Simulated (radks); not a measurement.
The numbers below are computed, except where a source is named.
Charge is removed step by step from the 4s1/2 level of neutral bromine, starting from [Ar] 3d10 4s2 4p5. Level of theory: Dirac Kohn-Sham, PBE, spin-unpolarised, spherical densities, point nucleus; open shells are shared between the two j in proportion to 2j + 1 (a radial shooting solver on a logarithmic mesh with Libxc functionals).

removed (e)	E - E(0) (eV)	eigenvalue (eV)	E minus straight line (eV)
0	0.000	-20.128	0.000
0.25	5.360	-22.766	-1.029
0.5	11.391	-25.498	-1.386
0.75	18.115	-28.313	-1.050
1	25.554	-31.204	0.000

Removing the whole electron costs 25.554 eV by Delta-SCF, against 20.128 eV from minus the eigenvalue at the starting occupation. Slater's transition state (half an electron removed) gives 25.498 eV. Integrating minus the eigenvalue over the occupation (Janak's theorem) gives 25.554 eV. The mean slope of the eigenvalue, de/dn, is 11.1 eV per electron.
